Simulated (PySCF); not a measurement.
## Calculated NMR parameters of C=C(C)[C@@H]1C[SiH2][C@@H]1OC

```
Formula                               : C7H14OSi
SMILES                                : C=C(C)[C@@H]1C[SiH2][C@@H]1OC
InChI                                 : InChI=1S/C7H14OSi/c1-5(2)6-4-9-7(6)8-3/h6-7H,1,4,9H2,2-3H3/t6-,7-/m0/s1
Point group of the computed structure : C1
Degrees of unsaturation               : 2
Carbon signals                        : 7
Proton signals                        : 10
```

Bonds (- single, = double, # triple, : aromatic): C1=C2, C2-C3, C2-C4, C4-C5, C5-Si6, Si6-C7, C7-O8, O8-C9, C7-C4. C1 carries H10, H11; C3 carries H12, H13, H14; C4 carries H15; C5 carries H16, H17; Si6 carries H18, H19; C7 carries H20; C9 carries H21, H22, H23. Stereochemistry as in C=C(C)[C@@H]1C[SiH2][C@@H]1OC. H16, H19 are cis to C2 on the ring; H10 is cis to C3; H17, H18 are trans to C2 on the ring; H11 is trans to C3.

All values are calculated (PySCF 2.14.0 with density-fitted response routines): NMR shieldings at PBE0/pcSseg-1/GIAO, coordinates at the GFN2-xTB level. No relativistic terms, fast rotation and ring inversion assumed for equivalent nuclei, no solvent, one conformer.

Chemical shifts δ = σref − σ; $^{1}$H (σ = 31.72 ppm) and $^{13}$C (σ = 186.93 ppm) and $^{29}$Si (σ = 349.16 ppm) against TMS; $^{17}$O (σ = 336.08 ppm) vs H2O, all at this level.

| carbon | δC, type | δH (multiplicity) | HMBC from (2–3 bonds) | span of the C tensor (ppm) |
| --- | --- | --- | --- | --- |
| C1 | 118.0, CH2 | H10 5.07 (m); H11 5.10 (m) | H15, H12/H13/H14 | 167 |
| C2 | 158.7, C | – | H11, H10, H20, H15, H12/H13/H14, H17, H16 | 257 |
| C3 | 22.8, CH3 | 2.36 (s) | H11, H10, H15 | 34 |
| C4 | 52.9, CH | 3.60 (m) | H11, H10, H18, H19, H20, H12/H13/H14, H17, H16 | 25 |
| C5 | 9.7, CH2 | H16 1.07 (m); H17 1.46 (m) | H18, H19, H20, H15 | 42 |
| C7 | 77.5, CH | 4.00 (m) | H18, H19, H15, H21/H22/H23, H17, H16 | 78 |
| C9 | 61.5, CH3 | 3.45 (s) | H20 | 93 |

Other nuclei:
```json
{"atoms": "H18", "nucleus": "$^{1}$H", "environment": "hydrogen on a silicon bonded to 2 C, in a 4-membered ring", "δ (ppm)": "4.84", "σ (ppm)": "26.88"}
{"atoms": "H19", "nucleus": "$^{1}$H", "environment": "hydrogen on a silicon bonded to 2 C, in a 4-membered ring", "δ (ppm)": "4.84", "σ (ppm)": "26.88"}
{"atoms": "Si6", "nucleus": "$^{29}$Si", "environment": "silicon bonded to 2 C, 2 H, in a 4-membered ring", "δ (ppm)": "-27.6", "σ (ppm)": "376.8"}
{"atoms": "O8", "nucleus": "$^{17}$O", "environment": "ether oxygen", "δ (ppm)": "38.0", "σ (ppm)": "298.1"}
```

- Carbon types of the structure: 1 × C, 2 × CH, 2 × CH2, 2 × CH3, leaving 2 H on heteroatoms.
- δC 158.7: fully substituted alkene carbon; the olefinic region.
- δC 118.0: terminal =CH2 carbon; as expected for a trigonal carbon in a double bond.
- δC 77.5: sp3 CH bonded to O and Si; pulled downfield by the heteroatom.
- δC 61.5: methyl carbon bonded to O; deshielded by the electronegative neighbour.
- δC 22.8: allylic methyl carbon; saturated and bonded to C and H only.

Shifts are as computed. Against solution values, carbons near 30 ppm lie about +3 ppm off and those near 130 ppm about +5 ppm. Of 1211 compounds with measured shifts, 218 miss one by over three times the rms of a fit or turn the order of signals round; such compounds aren't used in these exercises. Experimental scales use liquid or dissolved standards, which lie at an offset from isolated H2O (liquid H2O: subtract about 36 ppm). No couplings were computed; multiplicities are counted from neighbouring protons, with m where these are inequivalent, close in shift, in a saturated or five-membered ring or joined by F or P, and br s for small geminal =CH2 splittings.
